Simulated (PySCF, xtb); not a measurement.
Si(Cl)(SH) (ClHSSi), SMILES S[Si]Cl (connectivity only; charge and spin as stated), neutral, multiplicity 1.

xtb with GFN2-xTB at its own geometry gives an orbital gap of 2.49 eV and a dipole moment of 1.76 D.

Geometry optimised at PBE0-D3(BJ)/def2-TZVP. One conformer was computed; it need not be the lowest.

**Question.** What does r2SCAN/def2-TZVPD in PySCF give? (The exact figures need the calculation; the answer reports its results.)

**Answer.** gap 3.19 eV (levels -6.42 and -3.22 eV), dipole 1.59 D.
